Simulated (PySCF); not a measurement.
Method: TPSSh-D3(BJ)/def2-TZVP // BP86-D3(BJ)/def2-SVP in PySCF. All species are isolated molecules in the gas phase. One relaxed conformer stands for a flexible species; it need not be the lowest. 

Reference species: [Sc(F)(OH)2] (neutral, multiplicity 1).

The HOMO–LUMO gap comes out as 5.79 eV. The coordination number comes out as 3 and the charge on the central atom (Mulliken) is 1.49 e. The HOMO comes out as -7.81 eV.

Changed species: [Sc(F)2(OH)] (1 of 3 F replaced by OH; the reference has 2 of 3 F replaced by OH).

Give the shifts of the HOMO–LUMO gap, coordination number, charge on the central atom (Mulliken) and HOMO.

the HOMO–LUMO gap rises by 0.03 eV, to 5.82 eV; the coordination number hardly moves; the charge on the central atom (Mulliken) hardly moves; the HOMO decreases by 0.46 eV, to -8.27 eV.
